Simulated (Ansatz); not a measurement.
Steps of a relaxation of `[CH3][Al-]([CH3])([F])[SeH2+]` with RKS PBE-D4/def2-SVP.

```sh
$ ansatz run in.yaml --threads 4 --pin off --events-out ev --progress --plain --max-ram 11315MiB
```

```yaml
crystal:
  periodic: [false, false, false]
  atoms:
    - {symbol: C, position_ang: [-1.847800, 0.202800, 0.222500]}
    - {symbol: Al, position_ang: [0.005400, 0.151300, -0.355600]}
    - {symbol: C, position_ang: [0.712300, -1.636200, 0.085600]}
    - {symbol: F, position_ang: [0.198400, 0.430400, -2.135500]}
    - {symbol: Se, position_ang: [1.268200, 1.837800, 0.777400]}
    - {symbol: H, position_ang: [-1.965000, 0.086500, 1.302300]}
    - {symbol: H, position_ang: [-2.276300, 1.253800, -0.024700]}
    - {symbol: H, position_ang: [-2.440700, -0.510200, -0.334400]}
    - {symbol: H, position_ang: [1.816000, -1.667700, -0.158100]}
    - {symbol: H, position_ang: [0.174900, -2.418200, -0.417100]}
    - {symbol: H, position_ang: [0.649400, -1.803800, 1.214000]}
    - {symbol: H, position_ang: [2.596700, 1.248300, 0.287200]}
    - {symbol: H, position_ang: [1.129000, 2.790400, -0.448800]}
basis:
  gaussian: {orbitals: def2-SVP}
hamiltonian: {xc: pbe, dispersion: d4}
relax: {f_tol: 0.03, max_steps: 200}
```

Positions (Å) and forces (eV/Å) along the path, 11 of 14 steps:

```xyz
13
step=1 energy=-76836.7620 eV
C    -1.848    0.203    0.223   -0.079    3.038   -0.185
Al    0.005    0.151   -0.356   -1.162   -2.273   -3.069
C     0.712   -1.636    0.086    1.911    1.419    1.821
F     0.198    0.430   -2.135    0.045    0.242    1.919
Se    1.268    1.838    0.777    1.217    1.278   -0.559
H    -1.965    0.086    1.302   -0.199   -0.283    0.530
H    -2.276    1.254   -0.025    0.177   -1.184    0.291
H    -2.441   -0.510   -0.334   -0.426   -0.709   -0.360
H     1.816   -1.668   -0.158   -0.530   -0.397   -0.009
H     0.175   -2.418   -0.417   -0.544   -0.811   -0.626
H     0.649   -1.804    1.214   -0.025   -0.066   -0.845
H     2.597    1.248    0.287   -0.640    0.462    0.165
H     1.129    2.790   -0.449    0.256   -0.717    0.926
13
step=3 energy=-76837.5461 eV
C    -1.952    0.305    0.200    0.102    0.017   -0.087
Al   -0.128   -0.048   -0.461    0.278    0.347   -1.618
C     0.820   -1.688    0.107   -0.102    0.178   -0.012
F     0.241    0.555   -2.113   -0.337   -0.563    1.659
Se    1.307    1.852    0.774    0.051    0.062    0.098
H    -2.031    0.165    1.299   -0.037   -0.045   -0.013
H    -2.367    1.303   -0.049    0.024    0.001   -0.033
H    -2.612   -0.452   -0.283   -0.025    0.061    0.097
H     1.888   -1.745   -0.187   -0.021   -0.009   -0.054
H     0.290   -2.545   -0.367    0.097   -0.028    0.034
H     0.758   -1.842    1.206   -0.008   -0.019   -0.021
H     2.615    1.347    0.283   -0.004   -0.012   -0.014
H     1.192    2.759   -0.394   -0.018    0.010   -0.037
13
step=5 energy=-76837.6149 eV
C    -1.969    0.323    0.185   -0.178   -0.298   -0.076
Al   -0.166   -0.109   -0.477    0.338    0.511   -0.874
C     0.837   -1.703    0.095   -0.166   -0.271   -0.194
F     0.290    0.603   -2.020   -0.339   -0.519    0.927
Se    1.297    1.844    0.792   -0.030    0.059    0.048
H    -2.051    0.203    1.288    0.034    0.019   -0.030
H    -2.302    1.347   -0.072   -0.021    0.075   -0.031
H    -2.721   -0.384   -0.256    0.199    0.202    0.084
H     1.901   -1.689   -0.220    0.026    0.013   -0.018
H     0.385   -2.630   -0.347    0.122    0.247    0.093
H     0.807   -1.846    1.195    0.002    0.022    0.063
H     2.586    1.323    0.273    0.017   -0.022   -0.019
H     1.126    2.684   -0.422   -0.003   -0.039    0.027
13
step=6 energy=-76837.6536 eV
C    -1.962    0.330    0.182   -0.001    0.000    0.040
Al   -0.161   -0.107   -0.477   -0.010    0.031   -0.163
C     0.846   -1.702    0.086    0.010    0.014    0.024
F     0.232    0.538   -2.014   -0.016   -0.069    0.110
Se    1.280    1.850    0.806    0.009   -0.004    0.011
H    -2.046    0.202    1.283   -0.012    0.011   -0.005
H    -2.279    1.366   -0.065    0.013   -0.012   -0.001
H    -2.716   -0.350   -0.272    0.011    0.004   -0.009
H     1.912   -1.677   -0.226   -0.015    0.006   -0.002
H     0.405   -2.622   -0.357   -0.002    0.015   -0.005
H     0.818   -1.841    1.189    0.012   -0.009   -0.009
H     2.570    1.312    0.304    0.003    0.003    0.006
H     1.123    2.666   -0.424   -0.002    0.011    0.002
13
step=7 energy=-76837.6557 eV
C    -1.959    0.335    0.180    0.007    0.001    0.019
Al   -0.163   -0.119   -0.486   -0.003    0.005   -0.086
C     0.846   -1.709    0.091    0.007    0.016    0.013
F     0.223    0.493   -2.035   -0.008   -0.034    0.075
Se    1.283    1.832    0.811   -0.022   -0.038    0.063
H    -2.047    0.212    1.281    0.000    0.008   -0.005
H    -2.266    1.372   -0.073    0.008   -0.005    0.001
H    -2.718   -0.339   -0.274    0.006    0.001   -0.008
H     1.911   -1.684   -0.225   -0.013    0.009   -0.001
H     0.406   -2.628   -0.355   -0.004    0.003   -0.004
H     0.821   -1.852    1.193    0.005    0.001   -0.007
H     2.575    1.340    0.274    0.032   -0.015   -0.010
H     1.109    2.711   -0.369   -0.015    0.048   -0.050
13
step=9 energy=-76837.6578 eV
C    -1.946    0.349    0.165    0.001    0.003    0.007
Al   -0.161   -0.145   -0.500    0.002    0.003   -0.011
C     0.846   -1.727    0.100    0.001    0.002    0.000
F     0.230    0.430   -2.058    0.002    0.003    0.011
Se    1.295    1.775    0.830   -0.003   -0.009   -0.003
H    -2.035    0.246    1.268   -0.002   -0.001    0.000
H    -2.231    1.388   -0.103    0.004   -0.001   -0.003
H    -2.721   -0.315   -0.279    0.006    0.001   -0.001
H     1.904   -1.709   -0.237   -0.002    0.003   -0.001
H     0.396   -2.653   -0.324    0.002    0.004    0.008
H     0.841   -1.850    1.204   -0.004   -0.004   -0.001
H     2.572    1.391    0.175   -0.002    0.000   -0.004
H     1.031    2.785   -0.227   -0.004   -0.004    0.000
13
step=10 energy=-76837.6581 eV
C    -1.943    0.352    0.163   -0.004   -0.004    0.003
Al   -0.158   -0.148   -0.500    0.013    0.018    0.019
C     0.846   -1.731    0.102   -0.003   -0.006   -0.004
F     0.245    0.439   -2.049   -0.003   -0.005   -0.014
Se    1.298    1.763    0.832    0.015   -0.004   -0.001
H    -2.033    0.249    1.266    0.000   -0.002   -0.004
H    -2.221    1.393   -0.105    0.002   -0.001   -0.003
H    -2.719   -0.307   -0.282   -0.003    0.001    0.000
H     1.904   -1.712   -0.236   -0.003    0.000    0.000
H     0.395   -2.658   -0.317    0.003   -0.001    0.004
H     0.842   -1.849    1.207   -0.004   -0.001   -0.004
H     2.563    1.395    0.145   -0.010    0.004    0.004
H     1.002    2.779   -0.210   -0.004    0.002    0.000
13
step=11 energy=-76837.6582 eV
C    -1.937    0.355    0.159   -0.006   -0.003    0.004
Al   -0.152   -0.148   -0.500    0.002   -0.001   -0.008
C     0.844   -1.735    0.104   -0.002   -0.012   -0.006
F     0.252    0.433   -2.052   -0.004   -0.004    0.016
Se    1.307    1.753    0.840    0.026    0.010   -0.050
H    -2.030    0.255    1.262    0.000    0.000   -0.004
H    -2.214    1.396   -0.113   -0.004    0.003   -0.001
H    -2.714   -0.305   -0.285    0.006    0.004    0.000
H     1.900   -1.722   -0.238    0.001   -0.005    0.003
H     0.388   -2.662   -0.308    0.004    0.010    0.002
H     0.843   -1.848    1.209    0.000    0.000    0.000
H     2.559    1.409    0.114   -0.034    0.014    0.019
H     0.974    2.784   -0.178    0.010   -0.017    0.025
13
step=12 energy=-76837.6583 eV
C    -1.936    0.355    0.158   -0.003   -0.003    0.009
Al   -0.150   -0.151   -0.498    0.004    0.009   -0.030
C     0.841   -1.741    0.106    0.002   -0.008    0.002
F     0.258    0.429   -2.049   -0.007   -0.010    0.014
Se    1.313    1.750    0.836    0.035    0.019   -0.047
H    -2.030    0.256    1.260   -0.003    0.001   -0.003
H    -2.210    1.396   -0.116   -0.003    0.003   -0.001
H    -2.713   -0.304   -0.287    0.007    0.003    0.000
H     1.898   -1.732   -0.236    0.000   -0.004    0.004
H     0.383   -2.668   -0.306    0.002    0.015    0.000
H     0.840   -1.854    1.211    0.002   -0.003    0.000
H     2.561    1.428    0.093   -0.042    0.010    0.023
H     0.967    2.800   -0.158    0.005   -0.032    0.028
13
step=13 energy=-76837.6585 eV
C    -1.934    0.356    0.158   -0.001    0.000    0.007
Al   -0.149   -0.151   -0.498    0.003    0.005   -0.018
C     0.841   -1.742    0.106    0.002   -0.003    0.005
F     0.257    0.427   -2.050   -0.004   -0.005    0.008
Se    1.315    1.749    0.837    0.018    0.011   -0.027
H    -2.030    0.257    1.260   -0.002    0.000   -0.002
H    -2.209    1.397   -0.116   -0.001    0.001   -0.001
H    -2.711   -0.303   -0.288    0.003    0.001   -0.001
H     1.899   -1.734   -0.234   -0.001   -0.002    0.003
H     0.383   -2.667   -0.307    0.001    0.007   -0.001
H     0.839   -1.856    1.211    0.001   -0.002   -0.001
H     2.559    1.432    0.089   -0.022    0.005    0.011
H     0.962    2.800   -0.154    0.003   -0.018    0.017
13
step=14 energy=-76837.6587 eV
C    -1.929    0.360    0.156    0.004    0.003    0.002
Al   -0.144   -0.154   -0.498    0.001   -0.002    0.002
C     0.840   -1.747    0.109    0.002    0.005    0.008
F     0.263    0.419   -2.051    0.001    0.001   -0.003
Se    1.323    1.742    0.838    0.002    0.009   -0.016
H    -2.028    0.262    1.259    0.000    0.000   -0.001
H    -2.200    1.401   -0.119    0.002   -0.002    0.000
H    -2.705   -0.298   -0.292   -0.005   -0.003   -0.002
H     1.899   -1.744   -0.225   -0.003    0.001    0.000
H     0.379   -2.669   -0.308   -0.001   -0.006   -0.004
H     0.832   -1.863    1.214   -0.001    0.000   -0.003
H     2.554    1.451    0.058   -0.007    0.004    0.003
H     0.936    2.805   -0.125    0.005   -0.012    0.012
```

Hardware: 4 threads of an Arm Neoverse V1 on a shared host. Wall time 25 s, peak host memory 0.2 GiB.
